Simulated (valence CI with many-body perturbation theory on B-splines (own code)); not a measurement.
The numbers below are computed, except where a source is named.
**Run record, W51+**

Level of theory: relativistic CI+MBPT: five valence electrons over a frozen Dirac-Fock core [Ar], a basis of 3 s, 3 p, 2 d, 2 f functions for each j, with the one-electron correlation potential Σ1 (screened to all orders), the two-electron term Σ2, the three-electron term Σ3, Breit, model QED; selected single and double excitations, second order for the rest, scaled by the run's own slope (own B-spline code, finite nucleus).

Command, and the settings that its task file holds:

```sh
python run_cv.py task.json out
```

```
atom W  Z=74  mass_number=184  rms_radius_fm=5.3658
core [Ar]
valence 3d5
avg = 1
basis = S
breit = 1
cap = 10000
capref = 1200
cscale = 1
de = 0.0
dress = 0
eps = 2e-08
extrap = 1
h = 0.27
hh = 1
l2 = 3
lcore = 6
maxit = 60
n2 = 5
natural = 1
nlev = 20
nno = [0, 0, 0, 0, 0]
nroot = 26
nsp = [3, 3, 2, 2, 0]
pt2 = 1
qed = 1
rpa = 1
s1 = 1
s2 = 1
s3 = 1
screen = 1
tol = 2e-05
whole = 1
```

It took 11 s on 1 thread of Arm Neoverse V2, on a shared host.

Log. The first blocks belong to the next ion, which gives the ionisation energy. Fields: 2J, parity (1 odd), roots, reference size, generating configurations, candidates as configurations/state functions, variational space P, stored matrix elements, Davidson steps; e2 is the range of second-order energies in hartree. The first line gives the box (bohr), its intervals, the orbitals and the steps of their self-consistent field. Window is the range of levels sought, series limit the energy at which the first omitted orbital would enter, core excitation an estimate of the first excitation out of the core, left out the lowest levels not solved, and shifts from estimates the range by which levels moved from their first estimate, all in cm⁻¹.

```
rmax 2.2 intervals 56 orbitals 17 references ['3d5', '3d4 4s', '3d4 4p'] scf 4 t 0.7
2J=0 par=0 roots 2 ref 17 generators 4 cand 202/343 P 187/317 nnz 0 it 0
2J=0 par=0 roots 2 ref 17 generators 4 cand 28/43 P 204/349 nnz 0 it 0
   second order: generators 7 cand 268/613 e2 -0.00000 -0.00000
reference levels 556, estimated 32, window 1256814 1/cm; series limit 25136923, core excitation 2506629
2J=5 par=0 roots 7 ref 81 generators 5 cand 64/588 P 271/2827 nnz 2e+06 it 3
2J=5 par=0 roots 7 ref 81 generators 5 cand 29/200 P 289/2999 nnz 2.2e+06 it 3
   second order: generators 6 cand 221/5344 e2 -0.00000 -0.00000
2J=7 par=0 roots 6 ref 72 generators 3 cand 77/593 P 259/2866 nnz 2.1e+06 it 3
2J=7 par=0 roots 6 ref 72 generators 3 cand 26/136 P 271/2956 nnz 2.2e+06 it 4
   second order: generators 4 cand 224/5560 e2 -0.00000 -0.00000
2J=11 par=0 roots 3 ref 35 generators 3 cand 63/342 P 219/1819 nnz 0 it 4
2J=11 par=0 roots 3 ref 35 generators 3 cand 26/82 P 227/1868 nnz 0 it 3
   second order: generators 3 cand 18/33 e2 -0.00000 -0.00000
2J=3 par=0 roots 5 ref 67 generators 3 cand 65/378 P 270/2300 nnz 0 it 3
2J=3 par=0 roots 5 ref 67 generators 3 cand 34/174 P 293/2444 nnz 0 it 4
   second order: generators 6 cand 351/6872 e2 -0.00000 -0.00000
2J=9 par=0 roots 4 ref 56 generators 3 cand 68/485 P 243/2405 nnz 0 it 4
2J=9 par=0 roots 4 ref 56 generators 3 cand 32/167 P 254/2509 nnz 1.7e+06 it 3
   second order: generators 3 cand 21/63 e2 -0.00000 -0.00000
2J=1 par=0 roots 3 ref 39 generators 3 cand 70/255 P 257/1318 nnz 0 it 3
2J=1 par=0 roots 3 ref 39 generators 3 cand 31/80 P 274/1379 nnz 0 it 3
   second order: generators 4 cand 224/2356 e2 -0.00000 -0.00000
2J=13 par=0 roots 1 ref 18 generators 1 cand 65/337 P 156/1067 nnz 0 it 0
2J=13 par=0 roots 1 ref 18 generators 1 cand 37/152 P 170/1137 nnz 0 it 0
   second order: generators 1 cand 23/82 e2 -0.00000 -0.00000
left out: unestimated 1844778, estimated 1662314, shifts from estimates -10 to 0
operators 0.7
```

The Davidson iterations converged. The settings are bad on purpose, so the numbers may not be properties of the ion.

No measured spectrum was set against this ion. As an estimate, large intervals hold to a few tenths of a per cent, small ones and those within an open d or f shell to about a per cent. Only levels of the ground parity were solved; by the run's estimate the other parity begins above the list, which can be wrong where configurations are misplaced.

```
Valence energy                            : -927.1581 hartree
Ionisation energy                         : 4705.5 eV (NIST: 4709 ± 4 eV (semi-empirical))
Reference configurations for the orbitals : 3d5, 3d4 4s, 3d4 4p
Radial orbitals                           : 17
Box radius                                : 2.204 bohr
Largest variational space                 : 2999
Lowest levels                             : (3d3/2^4 3d5/2) J=5/2 0, (3d3/2^3 3d5/2^2) J=5/2 [a] 469080, (3d3/2^3 3d5/2^2) J=7/2 [a] 564650, (3d3/2^3 3d5/2^2) J=11/2 574650, (3d3/2^3 3d5/2^2) J=3/2 [a] 580130, (3d3/2^3 3d5/2^2) J=9/2 620460, (3d3/2^3 3d5/2^2) J=5/2 [b] 651290, (3d3/2^3 3d5/2^2) J=1/2 680810, (3d3/2^3 3d5/2^2) J=7/2 [b] 687990, (3d3/2^3 3d5/2^2) J=3/2 [b] 827330, (3d3/2^2 3d5/2^3) J=5/2 [a] 1025800, (3d3/2^2 3d5/2^3) J=7/2 [a] 1096400, (3d3/2^2 3d5/2^3) J=11/2 1099200, (3d3/2^2 3d5/2^3) J=9/2 [a] 1116200 cm⁻¹
```

Levels are named by their leading jj configuration (3d3/2^4 stands for four electrons in 3d with j = 3/2), which in mixed levels can hold well under half, so a name can repeat and another be missing. Letters in brackets count levels of one name in rising energy.
